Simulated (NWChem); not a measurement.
Species: CH$_{2}$N anion

```xyz
4

C      0.0000     0.0000     0.4938
N      0.0000     0.0000    -0.7451
H      0.0000    -0.9353     1.1842
H      0.0000     0.9353     1.1842
```
Atoms are numbered in this order, from 1.

Program: NWChem. Geometry: optimised at B3LYP/def2-SVPD. The gas-phase anion has a positive highest level at the geometry level, so the gas reference is doubtful. Level: M06-2X/def2-SVPD with SMD (1 M gas to 1 M solution), gas-phase geometry. Reactions with the solvent are ignored.

```
solvent                dielectric constant  solvation free energy (kcal/mol)  cavity-dispersion-structure term (kcal/mol)
---------------------  -------------------  --------------------------------  -------------------------------------------
water                                 78.4                             -74.0                                          1.8
dimethyl sulfoxide                    46.8                             -72.3                                          2.8
N,N-dimethylformamide                 37.2                             -72.2                                          2.4
cyclohexanone                         15.6                               ___                                          2.3
diethyl ether                         4.24                             -56.7                                          1.5
```

Q: Complete the blanks.

A: 
- cyclohexanone, solvation free energy (kcal/mol): -69.4
